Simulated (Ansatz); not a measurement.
Calculated with Ansatz (gas phase, PBE0-D4/def2-TZVP geometries, no zero-point term in ΔE). CCSD(T)/CBS adds triple-zeta CCSD(T) − MP2 to the extrapolated MP2 energy (def2 sets, frozen cores). This one scheme is used for every species. Functionals use def2-TZVPP. B3LYP here is the variant with VWN-RPA as its local correlation; programs differ in this. HSE06 is defined as in plane-wave codes. For Ge outer-core shells are correlated without core-valence functions, which leaves a few kJ/mol of doubt a bond. Scalar relativity is left out up to krypton. One conformer a species, not always the lowest.

`C[NH][Al]([F])[F]` + `[OH][GeH]([Cl])[Cl]` → `[OH][Al]([F])[F]` + `C[NH][GeH]([Cl])[Cl]`  (redistribution)

```tsv
level	ΔE (kJ/mol)	difference from CCSD(T)/CBS
LDA (SPW92)	-20.2	7.0
PBE-D4	-20.1	7.1
revPBE-D4	-21.8	5.4
BLYP-D4	-21.3	5.9
B97M-V	-18.6	8.6
PBE0-D4	-21.6	5.6
B3LYP-D4	-22.0	5.2
r2SCANh-D4	-21.7	5.5
r2SCAN0-D4	-22.5	4.7
HSE06-D4	-21.4	5.8
BHLYP-D4	-22.7	4.5
CAM-B3LYP-D4	-21.3	5.9
ωB97X-V	-21.1	6.1
ωB97M-V	-21.9	5.3
B2PLYP	-21.7	5.5
PBE-QIDH	-23.6	3.6
PBE	-17.8	9.4
revPBE	-16.9	10.3
BLYP	-16.9	10.3
r2SCAN	-20.3	6.9
PBE0	-19.5	7.7
B3LYP	-18.4	8.8
r2SCANh	-20.8	6.4
HSE06	-19.4	7.8
BHLYP	-19.8	7.4
CAM-B3LYP	-19.0	8.2
LC-ωPBE	-19.9	7.3
RPA@PBE/def2-TZVPP	-23.5	3.7
MP2/def2-SVP	-21.3	5.9
CCSD/def2-SVP	-19.2	8.0
HF/def2-TZVPP	-19.7	7.5
MP2/def2-TZVPP	-28.3	-1.1
SCS-MP2/def2-TZVPP	-25.3	1.9
CCSD/def2-TZVPP	-24.8	2.4
CCSD(T)/def2-TZVPP	-25.1	2.1
HF/def2-QZVPP	-19.7	7.5
MP2/def2-QZVPP	-29.5	-2.3
SCS-MP2/def2-QZVPP	-26.3	0.9
MP2/CBS(def2)	-30.4	-3.2
CCSD/CBS(def2)	-26.8	0.4
CCSD(T)/CBS	-27.2	0
```

Largest T1 diagnostic among the species: 0.013.

The D4 term adds −3.6 kJ/mol with B3LYP and −2.1 kJ/mol with PBE0; it sums over pairs of atoms, weighted by their polarisabilities, and B3LYP, whose exchange is more repulsive, gets the larger term. At CCSD(T), def2-SVP lies +8.1 kJ/mol from the extrapolated value and def2-TZVPP +2.1 kJ/mol.
